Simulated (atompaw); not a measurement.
**What one change does to a pseudopotential (scandium, PAW (atompaw))**

```
Element                 : scandium
Generator               : atompaw 4.2.0.5
Type                    : PAW
Functional              : PBE
Relativity              : scalar-relativistic
Frozen core             : [Ne]
Valence charge          : 11
Reference configuration : 3s2 3p6 3d1 4s2 4p0
Partial waves           : 3s (bound): rc 1.15 bohr; 4s (bound): rc 1.45 bohr; 3p (bound): rc 1.95 bohr; 4p (bound, empty): rc 2.30 bohr; 3d (bound): rc 2.00 bohr; 3d channel at 0.85 Ry: rc 2.30 bohr
Local potential         : bessel scheme, radius 2.05 bohr
Core correction         : smooth core density matched at 2.20 bohr
Augmentation charge     : sinc compensation charge, radius 1.80 bohr; PAW radius 2.30 bohr; waves and projectors: custom polynom vanderbiltortho
```

Change: wave 3d (bound): rc 2.00 bohr becomes 3d (bound): rc 1.92 bohr.

Cutoffs: the cutoffs (Ry, on a coarse ladder) from which the occupation-weighted sum of valence levels, in a spherical-Bessel basis at the reference potential, stays within 10 and 1 mRy of its value at 400 Ry; they do not see the model core or the augmentation charge, which bear on the density cutoff.

What does the change do?

The potential gets neither clearly harder nor softer (40 Ry and 70 Ry → 40 Ry and 70 Ry); the s channel sets the loose cutoff, while the largest relative change is in d, which becomes harder; neither file shows a bound ghost.

```tsv
quantity	base	changed
cutoff, loose	40 Ry	40 Ry
cutoff, tight	70 Ry	70 Ry
loose cutoff by channel (10 mRy a level)	s 35 Ry, p 18 Ry, d 18 Ry	s 35 Ry, p 18 Ry, d 21 Ry
bound ghosts	none	none
s: phases at 2.31 bohr within 0.05 rad from the reference energy up to (Ry; the scan ends near 5)	to the end of the scan	to the end of the scan
p: phases at 2.31 bohr within 0.05 rad from the reference energy up to (Ry; the scan ends near 5)	to the end of the scan	to the end of the scan
d: phases at 2.31 bohr within 0.05 rad from the reference energy up to (Ry; the scan ends near 5)	2.5	2.6
lowest overlap eigenvalue by channel	s 0.51, p 0.71, d 0.71	s 0.51, p 0.71, d 0.65
```

 The cutoffs see the waves, projectors and local potential, not the compensation charge or the core.
